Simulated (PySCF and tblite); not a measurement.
The numbers below are computed, except where a source is named.
Stationary points of C₅H₈Ge at PBE0-D3(BJ)/def2-SVP, in Å:

Structure A

```
 1 Ge   -0.134    1.339    2.118
 2 C     0.382    0.962    0.298
 3 C     0.070    1.709   -0.793
 4 C     0.638    1.103   -1.994
 5 C     1.303   -0.020   -1.648
 6 C     1.200   -0.209   -0.169
 7 H    -0.959    2.638    2.140
 8 H     1.108    1.509    3.017
 9 H    -0.978    0.188    2.701
10 H     0.724   -1.174    0.091
11 H    -0.518    2.630   -0.787
12 H     0.534    1.506   -3.004
13 H     1.836   -0.696   -2.318
14 H     2.196   -0.234    0.314
```

Structure B

```
 1 Ge   -0.565    0.490    2.126
 2 C    -0.177    0.076    0.274
 3 C    -0.450    0.878   -0.860
 4 C     0.239    0.361   -1.961
 5 C     0.954   -0.781   -1.580
 6 C     0.730   -1.003   -0.209
 7 H    -1.864    1.306    2.200
 8 H     0.589    1.299    2.744
 9 H    -0.727   -0.824    2.913
10 H    -0.552   -1.142   -0.014
11 H    -1.125    1.734   -0.867
12 H     0.177    0.751   -2.978
13 H     1.550   -1.420   -2.231
14 H     1.221   -1.726    0.443
```

Structure C

```
 1 Ge    0.176    1.253    1.841
 2 C    -0.170    0.356    0.095
 3 C    -0.218    1.433   -0.923
 4 C     0.907    1.363   -1.683
 5 C     1.699    0.226   -1.256
 6 C     1.060   -0.403   -0.234
 7 H    -1.026    2.150    2.199
 8 H     1.456    2.090    1.705
 9 H     0.340    0.182    2.939
10 H    -1.092   -0.231    0.240
11 H    -1.018    2.171   -1.002
12 H     1.183    2.051   -2.484
13 H     2.657   -0.067   -1.689
14 H     1.395   -1.294    0.298
```

Geometries: PBE0-D3(BJ)/def2-SVP; energies: PBE0/pcSseg-1 + D3(BJ); zero-point and thermal terms from GFN2-xTB harmonic modes (soft modes blended into free rotors).

**Question.** Which structure is a saddle point, and along which motion?

**Answer.** B: one imaginary mode (1094i cm⁻¹ at GFN2-xTB, mostly on H10, C6, C2), along the shift of hydrogen on C2 from C2 to C6.

**Question.** Give their symmetry and energies above the lowest.

**Answer.** A Cs, 2.6 kcal/mol; B C1, 27.9 kcal/mol; C Cs, 0.0 kcal/mol.

Tunnelling of the moving H, left out here, will speed the real process. Spin–orbit effects of heavy atoms on shieldings are missing.
